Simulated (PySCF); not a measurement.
A calculated (PBE, PySCF 2.14, x2c-TZVPPall, the spin-free X2C one-electron Hamiltonian (Gaussian nucleus)) atom or ion has these occupied shells.

```json
{"shell": "1s α", "electrons": "1", "orbital energy (eV)": "-49970.0", "rms radius, mean of both spins (bohr)": "0.0249"}
{"shell": "1s β", "electrons": "1", "orbital energy (eV)": "-49970.0", "rms radius, mean of both spins (bohr)": "0.0249"}
{"shell": "2s α", "electrons": "1", "orbital energy (eV)": "-8250.7", "rms radius, mean of both spins (bohr)": "0.101"}
{"shell": "2s β", "electrons": "1", "orbital energy (eV)": "-8250.6", "rms radius, mean of both spins (bohr)": "0.101"}
{"shell": "2p α", "electrons": "3", "orbital energy (eV)": "-7356.0", "rms radius, mean of both spins (bohr)": "0.0906"}
{"shell": "2p β", "electrons": "3", "orbital energy (eV)": "-7355.9", "rms radius, mean of both spins (bohr)": "0.0906"}
{"shell": "3s α", "electrons": "1", "orbital energy (eV)": "-1829.9", "rms radius, mean of both spins (bohr)": "0.261"}
{"shell": "3s β", "electrons": "1", "orbital energy (eV)": "-1827.3", "rms radius, mean of both spins (bohr)": "0.261"}
{"shell": "3p α", "electrons": "3", "orbital energy (eV)": "-1551.6", "rms radius, mean of both spins (bohr)": "0.261"}
{"shell": "3p β", "electrons": "3", "orbital energy (eV)": "-1549.0", "rms radius, mean of both spins (bohr)": "0.261"}
{"shell": "3d α", "electrons": "5", "orbital energy (eV)": "-1177.2", "rms radius, mean of both spins (bohr)": "0.240"}
{"shell": "3d β", "electrons": "5", "orbital energy (eV)": "-1175.2", "rms radius, mean of both spins (bohr)": "0.240"}
{"shell": "4s α", "electrons": "1", "orbital energy (eV)": "-370.32", "rms radius, mean of both spins (bohr)": "0.588"}
{"shell": "4s β", "electrons": "1", "orbital energy (eV)": "-364.16", "rms radius, mean of both spins (bohr)": "0.588"}
{"shell": "4p α", "electrons": "3", "orbital energy (eV)": "-278.26", "rms radius, mean of both spins (bohr)": "0.624"}
{"shell": "4p β", "electrons": "3", "orbital energy (eV)": "-272.13", "rms radius, mean of both spins (bohr)": "0.624"}
{"shell": "4d α", "electrons": "5", "orbital energy (eV)": "-149.26", "rms radius, mean of both spins (bohr)": "0.686"}
{"shell": "4d β", "electrons": "5", "orbital energy (eV)": "-143.20", "rms radius, mean of both spins (bohr)": "0.686"}
{"shell": "5s α", "electrons": "1", "orbital energy (eV)": "-50.622", "rms radius, mean of both spins (bohr)": "1.42"}
{"shell": "5s β", "electrons": "1", "orbital energy (eV)": "-47.277", "rms radius, mean of both spins (bohr)": "1.42"}
{"shell": "5p α", "electrons": "3", "orbital energy (eV)": "-28.047", "rms radius, mean of both spins (bohr)": "1.67"}
{"shell": "5p β", "electrons": "3", "orbital energy (eV)": "-25.462", "rms radius, mean of both spins (bohr)": "1.67"}
{"shell": "4f α", "electrons": "7", "orbital energy (eV)": "-10.386", "rms radius, mean of both spins (bohr)": "0.969"}
{"shell": "6s α", "electrons": "1", "orbital energy (eV)": "-4.252", "rms radius, mean of both spins (bohr)": "4.26"}
{"shell": "6s β", "electrons": "1", "orbital energy (eV)": "-3.788", "rms radius, mean of both spins (bohr)": "4.26"}
{"shell": "5d α", "electrons": "1", "orbital energy (eV)": "-3.141", "rms radius, mean of both spins (bohr)": "3.08"}
```

Question: Name the element and its charge.

Answer: Gd (gadolinium, neutral), in [Xe] 4f7 5d1 6s2, high-spin 9D determinant.
